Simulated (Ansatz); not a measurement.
Reaction (ligand exchange at the Si–C bond): `FCSC[SiH3]` + `[OH][Al]([OH])[Cl]` → `[OH][Al]([Cl])[O][SiH3]` + `CSCF`

Computed with Ansatz on PBE0-D4/def2-TZVP structures; ΔE is electronic, products minus reactants. CCSD(T)/CBS is the MP2 limit (def2-TZVPP, def2-QZVPP) plus CCSD(T) − MP2 in def2-TZVPP, frozen cores. This one scheme is used for every species. Functionals use def2-TZVPP. B3LYP here is the variant with VWN-RPA as its local correlation; programs differ in this. One conformer a species, not always the lowest.

CCSD(T)/CBS gives -113.4 kJ/mol.

(1) Another level gave -112.0 kJ/mol. Which?
A. r2SCAN-D4/def2-TZVPP
B. HF/def2-TZVPP
C. B3LYP/def2-TZVPP
D. PBE/def2-TZVPP

Largest T1 diagnostic among the species: 0.012.

Results:

(1) A. r2SCAN-D4 -112.0, B3LYP -121.2, HF/def2-TZVPP -145.1, PBE -100.1 kJ/mol.

The D4 term adds +5.2 kJ/mol with B3LYP and +2.7 kJ/mol with PBE0; it sums over pairs of atoms, weighted by their polarisabilities, and B3LYP, whose exchange is more repulsive, gets the larger term. From PBE to PBE0 (25 % exact exchange), in def2-TZVPP and without D4, ΔE moves by −7.3 kJ/mol.
